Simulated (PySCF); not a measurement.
**Computed properties of C4H5BF2, SMILES FB1[C@H](F)CC1=C**

C₄H₅BF₂, SMILES C=C1C[C@@H](F)B1F. The structure is a stationary point at PBE0-D3(BJ)/def2-SVP. The structure was generated by enumeration; whether it is a known compound was not checked. The values are those of a single conformer. All values are computed for the isolated molecule unless a solvent is named; none is compared with measurement here.

**Structure.** All 30 harmonic modes at PBE0-D3(BJ)/def2-SVP (PySCF) are real, so it is a minimum. With heavy atoms numbered as in [CH2:1]=[C:2]1[CH2:3][C@@H:4]([F:5])[B:6]1[F:7], the shortest bond between them is B6–F7 at 1.315 Å and the longest C4–B6 at 1.594 Å.

**Vibrations.** The strongest infrared lines (harmonic, unscaled, degenerate partners summed) lie at 1499 cm⁻¹ (344 km/mol, B 59 %, F 15 %, C 13 %, H 13 %), 971 cm⁻¹ (126 km/mol, B 47 %, H 29 %, C 20 %), 1760 cm⁻¹ (71 km/mol, C 92 %). The softest mode is at 82 cm⁻¹ and the zero-point energy is 54.1 kcal/mol.

**Electronic structure.** B3LYP/def2-TZVP (PySCF) places the frontier levels at -7.83 and -2.26 eV, a gap of 5.57 eV, and gives a dipole moment of 2.58 D and a mean polarisability of 60.2 bohr³. PBE/def2-TZVP (PySCF) at the same geometry gives -6.60 and -2.98 eV, so its gap is 1.95 eV narrower. An orbital gap is neither the optical nor the fundamental gap.

**Excitations.** TDA-ωB97X/def2-SVPD (PySCF) has S1 at 4.94 eV (251 nm, f = 0.002, weak); the most intense of the 10 singlets computed lies at 6.30 eV (f = 0.24). T1 (TDA) is at 3.53 eV, 1.41 eV under S1. TDA-PBE/def2-SVPD (PySCF) puts S1 at 3.83 eV. No vertical singlet excitation falls in the visible range (under 3.1 eV).

**NMR.** GIAO shifts at PBE0/pcSseg-1 (PySCF) (non-relativistic, atoms alike by connectivity averaged): ¹³C from 40.6 to 155.0 ppm against TMS; ¹H from 3.1 to 6.5 ppm against TMS; ¹⁹F from -241.5 to -44.0 ppm against CFCl3; ¹¹B at 35.7 ppm against BF3.
